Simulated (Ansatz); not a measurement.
Several settings on one geometry of SnH3(NHMe) (CH₇NSn) (that of the charge 0 singlet, B3LYP-D4/def2-SVP). Ansatz on 4 threads of Arm Neoverse N1 on a shared host; times are rough.

| atom | x (Å) | y (Å) | z (Å) |
| --- | --- | --- | --- |
| Sn1 | 0.601 | 1.105 | 0.934 |
| H2 | 0.676 | 1.034 | 2.648 |
| H3 | 2.161 | 1.181 | 0.219 |
| H4 | -0.332 | 2.474 | 0.429 |
| N5 | -0.200 | -0.694 | 0.339 |
| C6 | -0.443 | -0.962 | -1.069 |
| H7 | -0.989 | -0.978 | 0.917 |
| H8 | -1.271 | -0.384 | -1.533 |
| H9 | 0.465 | -0.746 | -1.657 |
| H10 | -0.668 | -2.033 | -1.226 |

Totals from different functionals, basis sets or treatments of relativity can't be compared as stabilities.

In the def2 sets Sn takes a core potential; there is no spin–orbit coupling.

Scalar relativity in a set contracted without it gives distorted totals.

The spins typed aren't always the lowest for that charge.

(1) Give the basis size and estimate the energy, ⟨S²⟩, dipole and time of these runs.

```csv
run,method,charge,state,further keys
1,UKS revPBE0-D3(BJ)-ATM/def2-TZVP,0,triplet,nuclear_model: gaussian; pseudopotentials: {relativity: scalar}; forces asked
2,RKS PBE0/def2-TZVP,0,singlet,scf: {omitted_lower_state_checks: [starts]}; forces asked
3,RKS RPBE/STO-3G,0,singlet,–
```

## Answers

(1) 
```csv
run,functions,energy (Eh),⟨S²⟩,dipole (D),wall time
1,154,-311.2627,2.01,4.45,5.5 s
2,154,-311.2564,–,0.75,2.9 s
3,44,-6060.9503,–,–,0.7 s
```
